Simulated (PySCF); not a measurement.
Run record: excited-state job, `c1(S)c(N)c[se]c1`.

Method: TDDFT PBE0/def2-SVPD, vertical, gas phase, core orbitals frozen in the response (PySCF 2.14.0, density-fitted response routines). Geometry: GFN2-xTB. The command runs a driver script over a list of jobs; the input below is this job's line of settings and its coordinates in Å.

Command:
```bash
OMP_NUM_THREADS=1 python probes_run.py task.json out
```

Input:
```
{"job": {"kind": "uv", "xc": "PBE0", "basis": "def2-SVPD", "nstates": 8, "ntriplets": 3}, "charge": 0, "multiplicity": 1}
N      1.704765    -0.019908     0.304346
C      0.369263    -0.353094     0.147441
C     -0.185955    -1.556033     0.468000
Se    -2.023064    -1.597305     0.188577
C     -1.872186     0.157352    -0.379277
C     -0.592782     0.604222    -0.315430
S     -0.133637     2.243530    -0.806684
H      2.309689    -0.812640     0.458147
H      2.058041     0.605321    -0.408102
H      0.340076    -2.412674     0.848363
H     -2.722748     0.724442    -0.709283
H      0.749737     2.416102     0.177876
```

Output:
```
coarse grid: 51848 points
cycle   1  E = -3008.6648019520  dE =  3.384e-01  |g| = 3.626e-01  |ddm| = 7.062e+00
cycle   2  E = -3008.6557865564  dE =  9.015e-03  |g| = 4.116e-01  |ddm| = 2.033e+00
cycle   3  E = -3008.6950773411  dE = -3.929e-02  |g| = 7.338e-02  |ddm| = 1.068e+00
cycle   4  E = -3008.6964526949  dE = -1.375e-03  |g| = 3.582e-02  |ddm| = 2.340e-01
cycle   5  E = -3008.6967764120  dE = -3.237e-04  |g| = 1.096e-02  |ddm| = 1.083e-01
cycle   6  E = -3008.6968047094  dE = -2.830e-05  |g| = 3.189e-03  |ddm| = 2.884e-02
cycle   7  E = -3008.6968070397  dE = -2.330e-06  |g| = 9.680e-04  |ddm| = 8.420e-03
final grid: 107504 points
cycle   8  E = -3008.6968335896  dE =  4.708e-07  |g| = 1.712e-03  |ddm| = 1.069e-02
cycle   9  E = -3008.6968314772  dE =  2.112e-06  |g| = 3.282e-03  |ddm| = 1.040e-02
cycle  10  E = -3008.6968343344  dE = -2.857e-06  |g| = 2.630e-04  |ddm| = 6.651e-03
cycle  11  E = -3008.6968343520  dE = -1.753e-08  |g| = 2.713e-05  |ddm| = 6.739e-04
cycle  12  E = -3008.6968343521  dE = -1.874e-10  |g| = 8.552e-06  |ddm| = 6.950e-05
converged SCF energy = -3008.6968343521

Static polarisability (au): isotropic 101.990, principal 67.103 100.679 138.188

Singlet excitations
state   eV       nm        f      main configurations
  1   4.5697    271.3   0.04709   H->L+1 0.53, H->L 0.43
  2   4.7101    263.2   0.09856   H->L 0.51, H->L+1 0.43
  3   5.0379    246.1   0.01504   H-1->L 0.56, H-1->L+1 0.35
  4   5.1439    241.0   0.03546   H-1->L+1 0.59, H-1->L 0.33
  5   5.1494    240.8   0.01738   H->L+2 0.90
  6   5.3730    230.8   0.01066   H->L+3 0.42, H-1->L+2 0.29, H-1->L+3 0.20
  7   5.5003    225.4   0.00294   H->L+3 0.49, H-1->L+2 0.44
  8   5.6787    218.3   0.01507   H-1->L+3 0.62, H-1->L+2 0.23

Triplet excitations (Tamm-Dancoff, eV): 3.3124 3.7075 4.3292
```

The SCF starts on a coarse grid where the log names one; the energy can jump when the final grid takes over, and dE then counts from the start density on the new grid. H and L stand for HOMO and LUMO; the number after each pair is its weight.

Problem. Give S1 in cm⁻¹ and kJ/mol.

Solution. 4.5697 eV × 8065.54 = 36857 cm⁻¹; × 96.485 = 440.9 kJ/mol.

Problem. Give the mean polarisability as a volume in Å³, and the ratio of the largest to the smallest principal value.

Solution. 101.990 au × 0.148185 = 15.11 Å³; 138.188/67.103 = 2.06.

In short: HOMO -6.01 eV, LUMO -0.60 eV; lowest singlet 4.57 eV; lowest triplet 3.31 eV (Tamm–Dancoff); mean polarisability 102.0 au.

 The PBE0/def2-SVPD calculation is non-relativistic and has no spin–orbit coupling, an omission that weighs most on selenium.

Problem. Estimate the wall time. Hardware: one thread of an Intel Xeon at 2.70 GHz, shared host with 64 logical CPUs at a one-minute load of 56. And the peak memory of the process?

Solution. About 60 s, with 0.87 GiB resident at the peak, the Python interpreter and its libraries included.

One conformer stands for the species.
Labels such as C1 count atoms from 1, the log's own numbers from 0.
